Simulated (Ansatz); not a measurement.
CH3N2S, SMILES [NH]C(N)=S (connectivity only; charge and spin as stated), charge -1, multiplicity 1.

Geometry: r2SCAN-D4/def2-SVPD. The spin state was assumed, not searched. The isomer is the one that the SMILES or the coordinates give; other isomers of the formula were not compared. The values are those of a single conformer.

Two levels are set side by side: PBE/def2-SVPD (Ansatz, a program for electronic structure) and PBE0/def2-SVPD (Ansatz). Energy differences of separate SCF runs at the same geometry; the states with an electron removed or added have multiplicity 2. Differences are taken from unrounded values.

```tsv
quantity	PBE0	PBE	PBE minus PBE0
vertical ionisation energy (eV)	2.80	2.72	-0.08
vertical singlet–triplet gap (eV)	4.14	3.96	-0.18
```
